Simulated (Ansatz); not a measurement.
CH7BSeSi can be A, `B[Se][SiH2]C`, or B, `C[Se]B[SiH3]`.

Gas-phase electronic energies from Ansatz, PBE0-D4/def2-TZVP geometries. CBS: MP2 limit from def2 TZ/QZ plus the TZ coupled-cluster correction, frozen cores. Functionals use def2-TZVPP. B3LYP here is the variant with VWN-RPA as its local correlation; programs differ in this. For Se outer-core shells are correlated without core-valence functions, which leaves a few kJ/mol of doubt a bond. Scalar relativity is left out up to krypton. Each species was taken in one conformer, which may not be the lowest.

A:

Z-matrix (Å, degrees):
```
Si
Se 1 2.302
C 1 1.863 2 110.9
H 1 1.486 2 105.8 3 120.7
H 1 1.485 2 108.2 3 -122.3
B 2 1.907 1 97.4 3 67.8
H 3 1.092 1 110.7 2 59.5
H 3 1.092 1 110.5 2 -60.5
H 3 1.093 1 110.3 2 179.7
H 6 1.193 2 121.0 1 0.9
H 6 1.192 2 117.0 1 -179.2
```

B:

Z-matrix (Å, degrees):
```
C
Se 1 1.952
H 1 1.089 2 108.7
H 1 1.089 2 108.7 3 -119.4
H 1 1.087 2 108.7 3 120.3
B 2 1.882 1 103.7 3 -119.4
Si 6 2.005 2 118.4 1 180.0
H 6 1.195 2 118.5 1 -0.1
H 7 1.489 6 112.8 2 -0.1
H 7 1.491 6 110.2 2 -121.0
H 7 1.491 6 110.2 2 120.7
```

(1) Which isomer does CCSD(T)/CBS put lower? Give the gap. (Best estimate.)

(2) Give E(B) − E(A) in kJ/mol with B3LYP-D4, CCSD(T)/def2-TZVPP, PBE-D4, MP2/def2-TZVPP, r2SCAN-D4, HF/def2-TZVPP, ωB97M-V. (Best estimate.)

Largest T1 diagnostic: 0.014.

## Answers

(1) Computed: A, by 109.5 kJ/mol.

(2) Computed: B3LYP-D4 105.0, CCSD(T)/def2-TZVPP 103.2, PBE-D4 96.3, MP2/def2-TZVPP 113.1, r2SCAN-D4 106.3, HF/def2-TZVPP 117.8, ωB97M-V 112.7. None reverses the order clearly.

From PBE to PBE0 (25 % exact exchange), in def2-TZVPP and without D4, E(B) − E(A) moves by +8.2 kJ/mol. In def2-TZVPP, CCSD(T) changes the Hartree–Fock value by −14.6 kJ/mol (the triples alone add −2.3 kJ/mol) and MP2 by −4.6 kJ/mol.
